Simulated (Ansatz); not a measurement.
Molecule: sum formula Si$_{2}$NH$_{6}$ (charge -1, singlet). It need not be the lowest isomer of its formula. Whether it binds its extra electron was not tested at this geometry. 
Coordinates optimised at B3LYP-D3(BJ)/def2-TZVP (Ansatz, a first-principles code):
```
N
H 1 1.0059
Si 1 1.6900 2 117.81
H 3 1.4932 1 113.65 2 130.78
H 3 1.4978 4 104.56 1 -127.21
H 3 1.5073 4 105.87 5 -110.40
Si 1 1.8518 2 114.62 3 -170.33
H 7 1.5440 1 97.62 2 -138.32
H 7 1.5470 8 92.28 1 98.51
```
Charge -1, spin multiplicity 1.

Parts of the frozen-core correlation energy in aug-cc-pV(D+d)Z (Ansatz, hartree). Frozen orbitals: 11; correlated occupied orbitals by spin: 10 and 10; virtual: 120 and 120. Spin-orbit coupling is left out. Non-relativistic.

| term | value |
|---|---|
| reference (HF) | -635.83280 |
| MP2 opposite-spin | … |
| MP2 same-spin | -0.08542 |
| CCSD correlation | … |
| (T) | … |
| T1 diagnostic | 0.014 |
| largest doubles amplitude | 0.051 |

Problem. Some entries are withheld; supply them.

Solution. 
- MP2 opposite-spin, value: -0.33014
- CCSD correlation, value: -0.46789
- (T), value: -0.01564
